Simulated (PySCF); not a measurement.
C₂H₆BO₃ (SMILES COB([O])OC), doublet, at a GFN2-xTB geometry; B3LYP/STO-3G run with PySCF.

PySCF was given this input:
```python
from pyscf import gto, scf, dft

mol = gto.M(
    atom='''
C     1.890153   -0.335563    1.035779
O     0.548296   -0.310854    0.659902
B     0.059775    0.318892   -0.521953
O     0.887314    0.903916   -1.300667
O    -1.306143    0.195946   -0.655251
C    -2.086358   -0.476549    0.282507
H     2.280555    0.672620    1.199617
H     2.506113   -0.851636    0.294190
H     1.922455   -0.890856    1.978642
H    -2.819062    0.216474    0.706224
H    -2.592341   -1.315647   -0.203876
H    -1.455097   -0.864806    1.093382
''',
    basis='sto-3g',
    charge=0,
    spin=1,
    verbose=4,
)

mf = dft.UKS(mol)
mf.xc = 'b3lyp'
mf.kernel()
mf.analyze()
```

### Question
Predict the main parts of the log of this PySCF run.

### Answer

```
PySCF version 2.14.0

[INPUT] verbose = 4
[INPUT] num. atoms = 12
[INPUT] num. electrons = 47
[INPUT] charge = 0
[INPUT] spin (= nelec alpha-beta = 2S) = 1
[INPUT] symmetry False subgroup None
[INPUT] Mole.unit = angstrom
[INPUT] Symbol           X                Y                Z      unit          X                Y                Z       unit  Magmom
[INPUT]  1 C      1.890153000000  -0.335563000000   1.035779000000 AA    3.571871503525  -0.634122167537   1.957338635576 Bohr   0.0
[INPUT]  2 O      0.548296000000  -0.310854000000   0.659902000000 AA    1.036129275195  -0.587428924726   1.247034049053 Bohr   0.0
[INPUT]  3 B      0.059775000000   0.318892000000  -0.521953000000 AA    0.112958379096   0.602618543315  -0.986348219895 Bohr   0.0
[INPUT]  4 O      0.887314000000   0.903916000000  -1.300667000000 AA    1.676780446492   1.708153679612  -2.457904409260 Bohr   0.0
[INPUT]  5 O     -1.306143000000   0.195946000000  -0.655251000000 AA   -2.468252549518   0.370284275204  -1.238244932847 Bohr   0.0
[INPUT]  6 C     -2.086358000000  -0.476549000000   0.282507000000 AA   -3.942645217795  -0.900547094935   0.533860858273 Bohr   0.0
[INPUT]  7 H      2.280555000000   0.672620000000   1.199617000000 AA    4.309624362007   1.271067585905   2.266947584372 Bohr   0.0
[INPUT]  8 H      2.506113000000  -0.851636000000   0.294190000000 AA    4.735867207212  -1.609358797820   0.555938528586 Bohr   0.0
[INPUT]  9 H      1.922455000000  -0.890856000000   1.978642000000 AA    3.632913436801  -1.683473856426   3.739091478562 Bohr   0.0
[INPUT] 10 H     -2.819062000000   0.216474000000   0.706224000000 AA   -5.327255108169   0.409076573089   1.334569942595 Bohr   0.0
[INPUT] 11 H     -2.592341000000  -1.315647000000  -0.203876000000 AA   -4.898814511481  -2.486212506606  -0.385269803372 Bohr   0.0
[INPUT] 12 H     -1.455097000000  -0.864806000000   1.093382000000 AA   -2.749734814676  -1.634246490881   2.066192529529 Bohr   0.0

nuclear repulsion = 233.623528063127
number of shells = 24
number of NR pGTOs = 108
number of NR cGTOs = 36
basis = sto-3g
ecp = {}

******** <class 'pyscf.dft.uks.UKS'> ********
method = UKS
initial guess = minao
damping factor = 0
level_shift factor = 0
DIIS = <class 'pyscf.scf.diis.CDIIS'>
diis_start_cycle = 1
diis_space = 8
diis_damp = 0
SCF conv_tol = 1e-09
SCF conv_tol_grad = None
SCF max_cycles = 50
direct_scf = True
direct_scf_tol = 1e-13
number electrons alpha = 24  beta = 23
XC library pyscf.dft.libxc version 7.1.2
    S. Lehtola, C. Steigemann, M. J. T. Oliveira, and M. A. L. Marques,  SoftwareX 7, 1–5 (2018)
XC functionals = b3lyp
    P. J. Stephens, F. J. Devlin, C. F. Chabalowski, and M. J. Frisch,  J. Phys. Chem. 98, 11623 (1994)
radial grids:
    Treutler-Ahlrichs [JCP 102, 346 (1995); DOI:10.1063/1.469408] (M4) radial grids

becke partition: Becke, JCP 88, 2547 (1988); DOI:10.1063/1.454033
pruning grids: <function nwchem_prune>
grids dens level: 3
symmetrized grids: False
atomic radii adjust function: <function treutler_atomic_radii_adjust>
small_rho_cutoff = 0
Set gradient conv threshold to 3.16228e-05
tot grids = 143376
init E= -326.782645307698

cycle= 1 E= -325.61615107986  delta_E= 1.17  |g|= 0.576  |ddm|= 3.13
cycle= 2 E= -323.929844842621  delta_E= 1.69  |g|=  1.8  |ddm|= 2.91
cycle= 3 E= -325.906552375477  delta_E= -1.98  |g|= 0.376  |ddm|=    2
cycle= 4 E= -325.98287511262  delta_E= -0.0763  |g|= 0.178  |ddm|= 0.378
cycle= 5 E= -326.002154385617  delta_E= -0.0193  |g|= 0.0637  |ddm|= 0.177
cycle= 6 E= -326.00507652564  delta_E= -0.00292  |g|= 0.0137  |ddm|= 0.0907
cycle= 7 E= -326.005198645514  delta_E= -0.000122  |g|= 0.00933  |ddm|= 0.0365
cycle= 8 E= -326.005242887782  delta_E= -4.42e-05  |g|= 0.00449  |ddm|= 0.00937
cycle= 9 E= -326.005257940133  delta_E= -1.51e-05  |g|= 0.000874  |ddm|= 0.00684
cycle= 10 E= -326.005258933311  delta_E= -9.93e-07  |g|= 0.000217  |ddm|= 0.00263
cycle= 11 E= -326.005259075956  delta_E= -1.43e-07  |g|= 7.82e-05  |ddm|= 0.00121
cycle= 12 E= -326.005259095639  delta_E= -1.97e-08  |g|= 1.51e-05  |ddm|= 0.000494
cycle= 13 E= -326.005259096329  delta_E= -6.9e-10  |g|= 9.16e-06  |ddm|= 8.88e-05
Extra cycle  E= -326.005259096368  delta_E= -3.92e-11  |g|= 8.34e-06  |ddm|= 2.65e-05
converged SCF energy = -326.005259096368  <S^2> = 0.75424905  2S+1 = 2.0042445
**** SCF Summaries ****
Total Energy =                        -326.005259096368377
Nuclear Repulsion Energy =             233.623528063127452
One-electron Energy =                 -910.874245483290565
Two-electron Energy =                  351.245458323794765
Two-electron Coulomb Energy =          394.383206995427201
DFT Exchange-Correlation Energy =      -43.137748671632437
**** MO energy ****
                             alpha | beta                alpha | beta
MO #1   energy= -18.9193862578089  | -18.9122961960883  occ= 1 | 1
MO #2   energy= -18.9155749400057  | -18.9051454381052  occ= 1 | 1
MO #3   energy= -18.8923469252357  | -18.8918472623579  occ= 1 | 1
MO #4   energy= -10.0768753098581  | -10.0770494168665  occ= 1 | 1
MO #5   energy= -10.0615992324761  | -10.0615955513118  occ= 1 | 1
MO #6   energy= -6.59209616014594  | -6.593689770614    occ= 1 | 1
MO #7   energy= -1.00294785278932  | -0.98866436071005  occ= 1 | 1
MO #8   energy= -0.956085289690993 | -0.95094979106891  occ= 1 | 1
MO #9   energy= -0.948808988938199 | -0.89514357061792  occ= 1 | 1
MO #10  energy= -0.66024542241037  | -0.65811306232954  occ= 1 | 1
MO #11  energy= -0.645634569253301 | -0.644451620356618 occ= 1 | 1
MO #12  energy= -0.473998541396817 | -0.469205233447546 occ= 1 | 1
MO #13  energy= -0.45162344978744  | -0.441451584281629 occ= 1 | 1
MO #14  energy= -0.428040247892404 | -0.427350191202672 occ= 1 | 1
MO #15  energy= -0.411494499255547 | -0.41136471338587  occ= 1 | 1
MO #16  energy= -0.409843128264472 | -0.405616864269134 occ= 1 | 1
MO #17  energy= -0.380210653549837 | -0.377966933123689 occ= 1 | 1
MO #18  energy= -0.33220512983556  | -0.298540512139555 occ= 1 | 1
MO #19  energy= -0.302777208432018 | -0.292668560769096 occ= 1 | 1
MO #20  energy= -0.281526797152571 | -0.2189691827984   occ= 1 | 1
MO #21  energy= -0.226407226744509 | -0.195105867438277 occ= 1 | 1
MO #22  energy= -0.192696664361447 | -0.174152947731165 occ= 1 | 1
MO #23  energy= -0.189106766638124 | -0.160759608682087 occ= 1 | 1
MO #24  energy= -0.164570418513001 | -0.0481441190010184 occ= 1 | 0
MO #25  energy= 0.211113348544361  | 0.213685150612627  occ= 0 | 0
MO #26  energy= 0.305512329078256  | 0.309422006639872  occ= 0 | 0
MO #27  energy= 0.336495207295243  | 0.343492212167871  occ= 0 | 0
MO #28  energy= 0.414564341032207  | 0.415387444535477  occ= 0 | 0
MO #29  energy= 0.434892642610837  | 0.435528590359021  occ= 0 | 0
MO #30  energy= 0.439651254718703  | 0.439752498869522  occ= 0 | 0
MO #31  energy= 0.452266660896429  | 0.452495990470804  occ= 0 | 0
MO #32  energy= 0.455437712742881  | 0.456195628714804  occ= 0 | 0

To work with the spin densities directly, `use mulliken_meta_spin()` only printing them here.

 ** Mulliken spin pop alpha/beta on meta-lowdin orthogonal AOs **
 ** Mulliken Spin Density (per AO)  **
spin_pop of  0 C 1s        0.00000
spin_pop of  0 C 2s       -0.00126
spin_pop of  0 C 2px      -0.00566
spin_pop of  0 C 2py      -0.00080
spin_pop of  0 C 2pz      -0.00156
spin_pop of  1 O 1s       -0.00000
spin_pop of  1 O 2s       -0.00230
spin_pop of  1 O 2px       0.02028
spin_pop of  1 O 2py       0.05104
spin_pop of  1 O 2pz       0.12172
spin_pop of  2 B 1s       -0.00001
spin_pop of  2 B 2s       -0.01518
spin_pop of  2 B 2px      -0.01798
spin_pop of  2 B 2py      -0.01953
spin_pop of  2 B 2pz      -0.01998
spin_pop of  3 O 1s       -0.00000
spin_pop of  3 O 2s        0.00899
spin_pop of  3 O 2px       0.34622
spin_pop of  3 O 2py       0.10084
spin_pop of  3 O 2pz       0.39587
spin_pop of  4 O 1s       -0.00000
spin_pop of  4 O 2s       -0.00108
spin_pop of  4 O 2px       0.02940
spin_pop of  4 O 2py      -0.00308
spin_pop of  4 O 2pz       0.00316
spin_pop of  5 C 1s        0.00000
spin_pop of  5 C 2s        0.00026
spin_pop of  5 C 2px       0.00290
spin_pop of  5 C 2py      -0.00087
spin_pop of  5 C 2pz      -0.00191
spin_pop of  6 H 1s        0.00131
spin_pop of  7 H 1s        0.00131
spin_pop of  8 H 1s        0.00486
spin_pop of  9 H 1s        0.00108
spin_pop of  10 H 1s        0.00108
spin_pop of  11 H 1s        0.00087
 ** Mulliken Spin Density (per atom)  **
spin density of  0 C =     -0.00928
spin density of  1 O =      0.19074
spin density of  2 B =     -0.07268
spin density of  3 O =      0.85192
spin density of  4 O =      0.02839
spin density of  5 C =      0.00039
spin density of  6 H =      0.00131
spin density of  7 H =      0.00131
spin density of  8 H =      0.00486
spin density of  9 H =      0.00108
spin density of  10 H =      0.00108
spin density of  11 H =      0.00087
 ** Mulliken pop alpha/beta on meta-lowdin orthogonal AOs **
 ** Mulliken pop       alpha | beta **
pop of  0 C 1s        0.99980 | 0.99980
pop of  0 C 2s        0.51627 | 0.51753
pop of  0 C 2px       0.43150 | 0.43716
pop of  0 C 2py       0.53948 | 0.54028
pop of  0 C 2pz       0.53064 | 0.53220
pop of  1 O 1s        0.99992 | 0.99992
pop of  1 O 2s        0.82218 | 0.82448
pop of  1 O 2px       0.64999 | 0.62971
pop of  1 O 2py       0.87898 | 0.82794
pop of  1 O 2pz       0.80030 | 0.67859
pop of  2 B 1s        0.99961 | 0.99962
pop of  2 B 2s        0.38222 | 0.39741
pop of  2 B 2px       0.35487 | 0.37284
pop of  2 B 2py       0.35197 | 0.37150
pop of  2 B 2pz       0.34398 | 0.36395
pop of  3 O 1s        0.99993 | 0.99993
pop of  3 O 2s        0.88266 | 0.87367
pop of  3 O 2px       0.85721 | 0.51099
pop of  3 O 2py       0.83961 | 0.73876
pop of  3 O 2pz       0.86229 | 0.46641
pop of  4 O 1s        0.99991 | 0.99991
pop of  4 O 2s        0.80662 | 0.80770
pop of  4 O 2px       0.67522 | 0.64583
pop of  4 O 2py       0.81521 | 0.81829
pop of  4 O 2pz       0.78208 | 0.77892
pop of  5 C 1s        0.99980 | 0.99980
pop of  5 C 2s        0.51690 | 0.51663
pop of  5 C 2px       0.50473 | 0.50183
pop of  5 C 2py       0.51102 | 0.51188
pop of  5 C 2pz       0.48829 | 0.49021
pop of  6 H 1s        0.47684 | 0.47552
pop of  7 H 1s        0.47684 | 0.47553
pop of  8 H 1s        0.47510 | 0.47024
pop of  9 H 1s        0.47730 | 0.47622
pop of  10 H 1s        0.47730 | 0.47622
pop of  11 H 1s        0.47344 | 0.47256
In total            24.00000 | 23.00000
 ** Mulliken atomic charges   ( Nelec_alpha | Nelec_beta ) **
charge of  0C =     -0.04467  (     3.01769      3.02697 )
charge of  1O =     -0.11200  (     4.15137      3.96063 )
charge of  2B =      0.06204  (     2.43264      2.50532 )
charge of  3O =     -0.03146  (     4.44169      3.58977 )
charge of  4O =     -0.12970  (     4.07905      4.05065 )
charge of  5C =     -0.04110  (     3.02074      3.02036 )
charge of  6H =      0.04764  (     0.47684      0.47552 )
charge of  7H =      0.04764  (     0.47684      0.47553 )
charge of  8H =      0.05466  (     0.47510      0.47024 )
charge of  9H =      0.04648  (     0.47730      0.47622 )
charge of  10H =      0.04648  (     0.47730      0.47622 )
charge of  11H =      0.05400  (     0.47344      0.47256 )
Dipole moment(X, Y, Z, Debye):  0.50414, -0.78609,  1.44896
```
